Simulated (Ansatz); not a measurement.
Input file for Ansatz (a program for electronic structure): R-CCSD(T)/cc-pV(T+d)Z on H4OSi2 (SMILES O[Si][SiH3]), a point of a torsion scan. Files ending in .json are basis or fitting sets from the Basis Set Exchange.

Ansatz 0.2 input:
```yaml
crystal:
  periodic: [false, false, false]
  atoms:
    - {symbol: O, position_ang: [2.27119554, -0.24152202, -0.07364125]}
    - {symbol: Si, position_ang: [0.96725856, -1.21761737, -0.02980611]}
    - {symbol: Si, position_ang: [-0.95350440, 0.03672907, 0.08354610]}
    - {symbol: H, position_ang: [2.34102738, 0.71194806, -0.01426226]}
    - {symbol: H, position_ang: [-1.30388177, 0.53392272, -1.26311192]}
    - {symbol: H, position_ang: [-1.22085350, 1.21991261, 0.92551589]}
    - {symbol: H, position_ang: [-2.02206875, -0.91255808, 0.43600412]}
basis:
  gaussian:
    orbitals: cc-pV_T+d_Z.json
magnetization: {spin_polarized: false}
correlation: {method: ccsd_t, electrons: outside_noble_gas}
scf: {lower_state_search: off}
```

The head of its log:

```
WARN ansatz: RAYON_NUM_THREADS=1 ignored (pool sized by the plan → 1); use --threads N
Functional definition: HF
these checks for a lower state are left out or cut short: stability, starts, cluster_reference, orbital_swaps, neighbouring_geometries, increment
integrals: 0.45 GiB planned
969 factors; integrals over basis functions are off by at most 1.1e-3 eV
mean field: 0.43 GiB planned
mean field evaluation 1: about -17823.0110 eV, gradient 3.5e1 eV
mean field evaluation 2: about -17823.1582 eV, gradient 3.5e1 eV
mean field evaluation 4: about -17825.9295 eV, gradient 3.3e0 eV
mean field evaluation 8: about -17826.0087 eV, gradient 2.2e-1 eV
mean field evaluation 16: about -17826.0092 eV, gradient 1.8e-6 eV
mean field -17826.00921474 eV, -655.0937557387 hartree, gradient 1.8e-6 eV, S^2 0.000000; 0 other end points of the search recorded, 0 dependent functions left out
11 core orbitals not correlated
reference -17826.00921474 eV, -655.0937557387 hartree; 9, 9 occupied and 144, 144 virtual orbitals, 969 factors
```

Problem. What total energy does the run end on?

Solution. -655.6238 hartree (reference determinant -655.0938, T1 diagnostic 0.017).
